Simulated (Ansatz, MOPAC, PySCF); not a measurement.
Pair of molecules: NH3 (SMILES N) (first 4 atoms) with C2H6O (SMILES CCO); geometry from B3LYP-D3(BJ)/def2-TZVP, rigid monomers moved along the line of their centres of mass till N1···H13 is 3.45 Å.
(charge 0, multiplicity 1):
```xyz
13

N      0.0276    -0.0664     0.4609
H     -0.9204    -0.3453     0.2349
H      0.2749     0.7025    -0.1520
H      0.6387    -0.8444     0.2399
C     -0.1595    -1.2244     5.7825
C     -0.5416     0.2397     5.6059
O      0.3424     0.9398     4.7525
H     -0.8316    -1.7225     6.4866
H      0.8615    -1.3069     6.1593
H     -0.2133    -1.7575     4.8300
H     -1.5773     0.3106     5.2428
H     -0.5081     0.7506     6.5710
H      0.2360     0.5898     3.8466
```

Interaction energies are E(AB) − E(A) − E(B) at the monomers' geometry in the complex; basis-set methods are counterpoise corrected.

Correlated levels freeze the cores. Rows in 6-31G* carry no dispersion term and start afresh at each structure (6-31G* with six Cartesian d functions). MP2/6-31G* freezes PySCF's default core. The state reached by PM6 isn't checked.

Programs: Ansatz (Gaussian basis) for Hartree–Fock, density functionals and correlated methods; MOPAC for PM6 (differences of heats of formation); PySCF for 6-31G* rows. Each number belongs to the level named beside it.

**Question.** What is the computed interaction energy (PM6)?

**Answer.** -1.2 kcal/mol

Ansatz is a quantum-chemistry and plane-wave program.
